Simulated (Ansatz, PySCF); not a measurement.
System: GeBrCl2, charge 0, multiplicity 2. SMILES: [Cl][Ge]([Cl])[Br]
Structure (B3LYP-D3(BJ)/def2-TZVP (Ansatz, a first-principles code) minimum search):
```xyz
4

Cl    -1.8241    -1.3629    -0.2449
Ge    -0.4085     0.1001     0.5250
Cl    -0.9865     2.0524    -0.2439
Br     1.7387    -0.4264    -0.2426
```
Charge 0, spin multiplicity 2.

Wanted: size of the dipole moment, in D. Conventions: no dispersion term unless named; no spin-orbit coupling; open shells spin-unrestricted; LANL2DZ with its own core potentials from Na on; non-relativistic; six Cartesian d functions in 6-31G* and its kin unless marked 5d. Ab initio and DFT rows: single points at B3LYP-D3(BJ) geometries (Ansatz).

```tsv
level	program	size of the dipole moment (D)
PBE/6-31G*	Ansatz	1.06
PBE/6-31G* with LANL2DZ past Ar	Ansatz	1.23
BLYP/6-31G* with LANL2DZ past Ar	Ansatz	1.24
BP86/6-31G* with LANL2DZ past Ar (5d)	PySCF	1.24
B3LYP/STO-3G	Ansatz	1.90
B3LYP/6-31G	Ansatz	1.63
B3LYP/6-31G*	Ansatz	1.22
B3LYP/def2-SVP	Ansatz	1.11
B3LYP/6-31G* with LANL2DZ past Ar	Ansatz	1.46
PBE0/6-31G* with LANL2DZ past Ar	Ansatz	1.51
```

No value to compare with is used here. The 10 habitual levels span 1.06 (PBE/6-31G*) to 1.90 D (B3LYP/STO-3G).

The levels are drawn from those run, B3LYP/6-31G* more often than the rest, none by its result; left out are runs that failed, that the program found above a lower state of the same kind, or whose <S^2> lies over 0.5 above the pure value.
